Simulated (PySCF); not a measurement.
C₅H₆Se, SMILES C=CC1=C[Se]C1. Geometry: PBE-D3(BJ)/def2-SVP. The structure was generated by enumeration, and PubChem lists no compound with its InChIKey, so it may never have been made. Other conformers were not sampled.

Level of theory: PBE-D3(BJ)/def2-SVP run with PySCF 2.14.0.

Harmonic wavenumbers (cm⁻¹): 119, 179, 219, 376, 382, 488, 614, 634, 697, 778, 832, 860, 865, 976, 981, 1014, 1066, 1085, 1254, 1299, 1364, 1378, 1568, 1644, 3014, 3076, 3083, 3090, 3154, 3180. Rotational constants (GHz): 9.351, 1.172, 1.049; symmetry number 1.

### Question
Work out the zero-point energy and the ideal-gas rigid-rotor harmonic-oscillator thermochemistry at 298.15 K and 1 atm.

### Answer
ZPE = ½ Σ hcν = ½ × 39268 cm⁻¹ = 234.88 kJ/mol. H − E(el) = 254.31 kJ/mol. Entropy in J/(mol K): translation 170.82, rotation 116.01, vibration 52.75, total 339.59. G − E(el) = 153.06 kJ/mol. Cp = 106.64 J/(mol K). Modes under 150 cm⁻¹ make the vibrational entropy uncertain.
